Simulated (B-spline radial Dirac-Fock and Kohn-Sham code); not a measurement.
## Run log: Tl⁺

ΔSCF core binding energies without Breit or QED terms, calculated with a B-spline atomic structure program. Keys: rel is the Hamiltonian (dirac, or spin-free x2c and nr, where L3 and M5 stand for the whole 2p and 3d shells), method is hf or an exchange,correlation pair (spin-unpolarised, also for the hole states), nuc the nuclear model, radius_factor scales its radius, rmax is the box in bohr, h the logarithmic mesh step, order the B-spline order, points the quadrature points per cell, c_factor scales the speed of light, and damp, ndamp, maxit and tol steer the iteration. The run stops when the commutator error falls below 10·tol·max(1, Z/10), or the numerical noise floor, and the energy has settled to about 1e-8 Ha; the virial ratio is −V/T.

Input (task.json):

```json
{"items": [{"Z": 81, "q": 1, "cfg": [[1, 0, 2], [2, 0, 2], [2, 1, 6], [3, 0, 2], [3, 1, 6], [3, 2, 10], [4, 0, 2], [4, 1, 6], [4, 2, 10], [4, 3, 14], [5, 0, 2], [5, 1, 6], [5, 2, 10], [6, 0, 2]], "A": 205, "rrms": 5.4759, "do": "settings", "holes": ["K", "L3", "M5"],
  "settings": [{"rel": "dirac", "method": "pbesol", "nuc": "fermi", "radius_factor": 1.0, "rmax": 45.0, "h": 0.3, "order": 6, "points": 10, "c_factor": 1.0, "maxit": 60, "damp": 0.5, "ndamp": 3, "tol": 0.0001}]}]}
```

Command: `python xray2_run.py task.json out`

Ground-state iterations:

```
iter   energy (Ha)        error
   1   -20276.34918347  2.68e+00
   2   -20275.25656795  3.63e-01
   3   -20277.65320702  1.07e-01
   4   -20277.83777870  2.30e-02
   5   -20277.82975465  3.27e-02
   6   -20277.84593819  3.85e-03
   7   -20277.84620978  5.80e-04
   8   -20277.84621634  1.82e-05
   9   -20277.84621635  3.86e-06
```

The ground state converged in 9 iterations, with total energy -20277.84622 Ha, virial ratio 1.86384 and highest orbital energy -16.37 eV. ΔSCF binding energies: K (1s) 86042.4 eV, L3 (2p3/2) 12661.2 eV, M5 (3d5/2) 2388.8 eV.
